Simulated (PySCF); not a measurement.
Compound: BiH2(NMe2), C₂H₈BiN.
Geometry (PBE0-D3(BJ)/def2-SVP, Å), atoms numbered from 1 in this order:
```
atom  x, y, z in Å
Bi1    0.7035    1.5919    1.3042
H2     2.2502    1.3559    0.3753
H3     0.2144    2.8567    0.1220
N4    -0.4510    0.0803    0.2538
C5    -0.3248    0.0513   -1.1789
C6    -0.3690   -1.2307    0.8450
H7     0.6597   -0.3187   -1.5454
H8    -0.4826    1.0533   -1.6060
H9    -1.0983   -0.6154   -1.6077
H10   -0.4938   -1.1801    1.9393
H11   -1.1883   -1.8681    0.4599
H12    0.5799   -1.7764    0.6385
```

Level of theory: PBE0-D3(BJ)/def2-SVP geometry optimisation, gas phase, def2 core potentials past Kr in PySCF 2.14.0.

Masses are those of the commonest isotopes; rigid-rotor values at the optimised geometry. The values belong to one conformer.

(1) What are A, B and C (cm⁻¹)?

(2) What kind of rotor is it?

(3) What does the inertial defect say?

(4) Which lines would a microwave search look for?

Results:

(1) Ia = 61.16, Ib = 270.51, Ic = 315.28 u·Å²; 505379 MHz·u·Å²/I gives 8264, 1868 and 1603 MHz, that is A = 0.27564, B = 0.06232, C = 0.05347 cm⁻¹.

(2) A near-prolate asymmetric top; Ray's κ = -0.920.

(3) Not planar: Δ = Ic − Ia − Ib = -16.39 u·Å². For a rigid frame Δ = −2 Σ m c², so Σ m c² = 8.19 u·Å² lies off the ab plane: 6.55 from hydrogen and 1.64 from heavier atoms. The atom farthest from that plane is 1.68 Å away.

(4) The dipole components are |μa| = 0.60 D, |μb| = 0.78 D, |μc| = 0.17 D. The squared components, which scale the intensities, stand as 0.59 : 1.00 : 0.05 (a : b : c). Some lines, for components of 0.1 D or more:

```tsv
type	branch	J(Ka,Kc)	MHz	lower level (cm⁻¹)
a	Q	5(1,4) ← 5(1,5)	3975	1.886
a	R	2(1,1) ← 1(1,0)	7208	0.338
b	R	4(0,4) ← 3(1,3)	8037	0.886
a	R	3(1,3) ← 2(1,2)	10011	0.552
a	R	3(0,3) ← 2(0,2)	10381	0.347
a	R	3(2,2) ← 2(2,1)	10414	1.218
a	R	3(2,1) ← 2(2,0)	10446	1.219
a	R	4(2,2) ← 3(2,1)	13959	1.567
b	R	3(1,3) ← 2(0,2)	16149	0.347
b	Q	5(2,3) ← 5(1,4)	17909	2.019
c	Q	2(2,1) ← 2(1,1)	19186	0.578
b	Q	5(2,4) ← 5(1,5)	21604	1.886
c	R	4(1,3) ← 3(0,3)	21758	0.693
b	R	2(2,1) ← 1(1,0)	26394	0.338
c	R	2(2,0) ← 1(1,0)	26402	0.338
b	R	2(2,0) ← 1(1,1)	26667	0.329
b	R	3(2,2) ← 2(1,1)	29600	0.578
c	Q	4(3,2) ← 4(2,2)	32546	2.033
c	R	4(2,3) ← 3(1,3)	34263	0.886
b	R	4(2,2) ← 3(1,3)	34384	0.886
b	R	5(2,3) ← 4(1,4)	38543	1.331
c	R	3(3,0) ← 2(2,0)	43051	1.219
c	Q	5(4,2) ← 5(3,2)	45669	3.698
b	Q	5(4,1) ← 5(3,2)	45669	3.698
c	Q	5(5,1) ← 5(4,1)	58735	5.222
```

Atoms past krypton carry def2 core potentials. Stationary, but not proved a minimum. Zero-point vibration and centrifugal distortion are left out. A rigid rotor knows nothing of internal rotation, which can split or shift real lines. Quadrupole hyperfine structure (14N) is left out.
